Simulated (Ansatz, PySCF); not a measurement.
C3H8BNO, SMILES C[C@H]1COB1N. Atoms are numbered in the order given.

```xyz
14

C     -1.5436    -1.1781     0.6507
C     -0.6777    -0.4763    -0.3929
C     -0.8603     1.0543    -0.5599
O      0.5248     1.3787    -0.2438
B      0.7934     0.0315    -0.0342
N      2.0146    -0.5185     0.3767
H     -1.2060    -2.2150     0.8112
H     -1.4943    -0.6627     1.6242
H     -2.6044    -1.2197     0.3484
H     -0.7437    -0.9982    -1.3626
H     -1.1185     1.4053    -1.5728
H     -1.5412     1.5209     0.1726
H      2.8356     0.0489     0.5591
H      2.1569    -1.5116     0.5100
```

Coordinates come from a TPSSh-D3(BJ)/def2-SVP optimisation. The structure was generated by enumeration; whether it is a known compound was not checked. The values are those of a single conformer.

Two levels are set side by side: PBE-D3(BJ)/def2-SVP (Ansatz, a quantum-chemistry and plane-wave program) and TPSSh-D3(BJ)/def2-SVP (PySCF). Each level has its own optimised geometry; the coordinates shown are those of the second. Frequencies come from the Hessian of PySCF at each geometry. Differences are taken from unrounded values.

```
quantity                            TPSSh-D3(BJ)
----------------------------------  ------------
mean bond length (Å)                       1.255
bond C1–C2 (Å)                             1.527
bond C2–C3 (Å)                             1.551
bond C2–B5 (Å)                             1.597
bond C3–O4 (Å)                             1.457
bond O4–B5 (Å)                             1.390
bond B5–N6 (Å)                             1.401
bond C1–H7 (Å)                             1.102
bond C1–H8 (Å)                             1.103
bond C1–H9 (Å)                             1.104
bond C2–H10 (Å)                            1.103
bond C3–H11 (Å)                            1.103
bond C3–H12 (Å)                            1.104
bond N6–H13 (Å)                            1.015
bond N6–H14 (Å)                            1.012
highest harmonic wavenumber (cm⁻¹)          3695
mean harmonic wavenumber (cm⁻¹)             1440
zero-point energy (kcal/mol)               74.09
```

Task: What does PBE-D3(BJ) give, and how far is it from TPSSh-D3(BJ)? (Estimate from the structure and the level; the computed values follow.)

Result: 
```tsv
quantity	PBE-D3(BJ)	PBE-D3(BJ) minus TPSSh-D3(BJ)
mean bond length (Å)	1.260	0.006
bond C1–C2 (Å)	1.526	0.000
bond C2–C3 (Å)	1.552	0.001
bond C2–B5 (Å)	1.600	0.003
bond C3–O4 (Å)	1.460	0.003
bond O4–B5 (Å)	1.397	0.007
bond B5–N6 (Å)	1.404	0.003
bond C1–H7 (Å)	1.110	0.008
bond C1–H8 (Å)	1.110	0.008
bond C1–H9 (Å)	1.111	0.008
bond C2–H10 (Å)	1.111	0.008
bond C3–H11 (Å)	1.112	0.009
bond C3–H12 (Å)	1.113	0.010
bond N6–H13 (Å)	1.020	0.006
bond N6–H14 (Å)	1.017	0.005
highest harmonic wavenumber (cm⁻¹)	3642	-53
mean harmonic wavenumber (cm⁻¹)	1402	-38
zero-point energy (kcal/mol)	72.16	-1.94
```

GGA bonds tend to be longer and softer than those of functionals with exact exchange. Differences between two approximate levels are no errors against the true value.
